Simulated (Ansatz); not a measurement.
**Worked example: SiH(SiH3)2F + CH3O → SiH(SiH3)2 + CH3FO**

Species: SiH(SiH3)2F, singlet; CH3O (hydroxymethyl radical) `[CH2]O`, doublet; SiH(SiH3)2, doublet; CH3FO `OCF`, singlet. A radical takes F: the energy is the difference in strength between the Si–F bond broken and the C–F bond made.

Shapes, held fixed at every level: PBE0-D4/def2-TZVP. Flexible molecules stand in one conformer, not always the lowest. Programs: Ansatz 0.2.0. The zero-point and thermal change to 298 K, harmonic and unscaled (PBE0-D4/def2-TZVP), is +8.3 kJ/mol.

At CCSD(T)/CBS estimate; 1 Eh = 2625.50 kJ/mol:

| species | energy (Eh) |
| --- | --- |
| SiH(SiH3)2F | -971.280160 |
| CH3O | -114.951340 |
| SiH(SiH3)2 | -871.381221 |
| CH3FO | -214.812543 |

Question: Work out ΔH(298 K) of the reaction at this level.

Answer: 
1. Products less reactants: (-871.381221) + (-214.812543) − [(-971.280160) + (-114.951340)] = 0.037736 Eh = +99.1 kJ/mol.
2. With the thermal change: +99.1 + (+8.3) = +107.4 kJ/mol.

Other levels give +73.0 (MP2/def2-SVP) to +102.7 kJ/mol (CCSD/def2-TZVPP). No measured value is set beside it here. Open shells run unrestricted unless RO is named. The CBS estimate extrapolates MP2 from def2-TZVPP and def2-QZVPP and adds CCSD(T) − MP2 in the triple-zeta set, cores frozen.
